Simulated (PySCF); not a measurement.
Fractional electron number in Pr⁺ (praseodymium, charge +1)

The 6s alpha orbital of [Xe] 4f3 6s1 is emptied in steps (occupation f), with all orbitals relaxed, ending at [Xe] 4f3. All numbers are calculated (PySCF 2.14, a scalar-relativistic core potential, in def2-SVP with the def2 core potential (28 electrons) (10s6p4d3f1g, 78 functions)). The exact energy is a straight line in f; departures are measured from the line between the end points of the same method.

| f | UHF (eV) | PBE (eV) |
| --- | --- | --- |
| 1 | 0.000 | 0.000 |
| 0.8 | 0.005 | -0.393 |
| 0.6 | 0.007 | -0.592 |
| 0.4 | 0.007 | -0.596 |
| 0.2 | 0.005 | -0.399 |
| 0 | 0.000 | 0.000 |

```json
{"method": "UHF", "E(f=0) − E(f=1) (eV)": "9.948", "−ε at f=1 (eV)": "9.980", "−ε at f=0.4 (eV)": "9.942"}
{"method": "PBE", "E(f=0) − E(f=1) (eV)": "10.853", "−ε at f=1 (eV)": "8.410", "−ε at f=0.4 (eV)": "11.336"}
```

Orbital energy along the path (eV):

```
  f     UHF      PBE
  1  -9.980   -8.410
0.8  -9.967   -9.370
0.6  -9.954  -10.342
0.4  -9.942  -11.336
0.2  -9.930  -12.299
  0  -9.919  -13.129
```

Reference removal energy between the ground levels: 10.631 ± 0.02 eV (semi-empirical (NIST evaluation); NIST Atomic Spectra Database, ionization energies). The calculation has no spin-orbit coupling. UHF lacks correlation.
